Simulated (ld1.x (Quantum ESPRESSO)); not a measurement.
## Logarithmic derivatives: Ir, PAW

```json
{
  "Element": "iridium",
  "Generator": "ld1.x (Quantum ESPRESSO) 7.5",
  "Type": "PAW",
  "Functional": "LDA (PZ)",
  "Relativity": "scalar-relativistic",
  "Frozen core": "[Kr] 4d10 4f14 5s2",
  "Valence charge": "15",
  "Reference configuration": "5p6 5d7 6s2 6p0",
  "Partial waves": "6s (bound): rcut 2.15, rcutus 2.60 bohr; 6s channel at 1.45 Ry: rcut 2.15, rcutus 2.60 bohr; 5p (bound): rcut 2.20, rcutus 2.40 bohr; 6p (bound, empty): rcut 2.20, rcutus 2.40 bohr; 5d (bound): rcut 1.25, rcutus 1.55 bohr; 5d channel at 0.1 Ry: rcut 1.25, rcutus 1.55 bohr",
  "Local potential": "all-electron potential smoothed inside 1.60 bohr (lloc = -1)",
  "Core correction": "a·sin(br)/r model core, default radius (core density twice the valence density)",
  "Augmentation charge": "PSQ, inside the norm-conserving radii"
}
```

The phase is arctan(r·u′/u) with u = r·R(r), unwrapped; energies in Ry, scanned from -6 to 5 Ry. A pole is an energy at which the radial function vanishes at the test radius. The pseudo phase is shifted by a multiple of π to meet the all-electron one at the reference energy, and phase errors are pseudo minus all-electron; the curves can meet again beyond the range given. Levels narrower than the energy grid can be missing from the lists of poles.

```json
{"channel": "s", "radius (bohr)": "2.86", "reference energy (Ry)": "-0.48", "poles, all-electron": "0.97", "poles, pseudo": "0.97", "unbroken range about the reference energy with phases within 0.05 rad": "below 3.9", "phase error 1 Ry above the reference energy (rad)": "-0.000"}
{"channel": "p", "radius (bohr)": "2.86", "reference energy (Ry)": "-0.10", "poles, all-electron": "-4.02, 2.41", "poles, pseudo": "-4.02, 2.27", "unbroken range about the reference energy with phases within 0.05 rad": "below 3.4", "phase error 1 Ry above the reference energy (rad)": "-0.007"}
{"channel": "d", "radius (bohr)": "2.86", "reference energy (Ry)": "-0.54", "poles, all-electron": "-0.28, 4.91", "poles, pseudo": "-0.28, 4.89", "unbroken range about the reference energy with phases within 0.05 rad": "the whole range", "phase error 1 Ry above the reference energy (rad)": "-0.000"}
```

Note: ghost state, extra bound levels that the all-electron valence spectrum of the same l lacks: s at -138.7 eV. A true bound ghost makes a file unfit for plane-wave use.

Phases in the p channel:

| E (Ry) | all-electron | pseudo |
| --- | --- | --- |
| -6.00 | 1.419 | 1.419 |
| -5.74 | 1.415 | 1.415 |
| -5.48 | 1.410 | 1.410 |
| -5.22 | 1.405 | 1.405 |
| -4.96 | 1.399 | 1.398 |
| -4.70 | 1.391 | 1.390 |
| -4.44 | 1.378 | 1.378 |
| -4.18 | 1.335 | 1.335 |
| -3.92 | -1.708 | -1.708 |
| -3.66 | -1.749 | -1.749 |
| -3.40 | -1.764 | -1.765 |
| -3.14 | -1.777 | -1.777 |
| -2.88 | -1.789 | -1.790 |
| -2.62 | -1.803 | -1.804 |
| -2.36 | -1.819 | -1.819 |
| -2.10 | -1.837 | -1.838 |
| -1.84 | -1.860 | -1.861 |
| -1.58 | -1.889 | -1.889 |
| -1.32 | -1.925 | -1.926 |
| -1.06 | -1.976 | -1.976 |
| -0.80 | -2.048 | -2.049 |
| -0.54 | -2.162 | -2.162 |
| -0.28 | -2.360 | -2.360 |
| -0.02 | -2.739 | -2.739 |
| 0.24 | -3.373 | -3.375 |
| 0.50 | -3.941 | -3.946 |
| 0.76 | -4.252 | -4.258 |
| 1.02 | -4.418 | -4.425 |
| 1.28 | -4.518 | -4.526 |
| 1.54 | -4.585 | -4.595 |
| 1.80 | -4.633 | -4.645 |
| 2.06 | -4.671 | -4.685 |
| 2.32 | -4.702 | -4.719 |
| 2.58 | -4.729 | -4.751 |
| 2.84 | -4.754 | -4.781 |
| 3.10 | -4.777 | -4.813 |
| 3.36 | -4.800 | -4.849 |
| 3.62 | -4.824 | -4.894 |
| 3.88 | -4.851 | -4.955 |
| 4.14 | -4.881 | -5.052 |
| 4.40 | -4.918 | -5.234 |
| 4.66 | -4.965 | -5.684 |
| 4.92 | -5.029 | -6.653 |
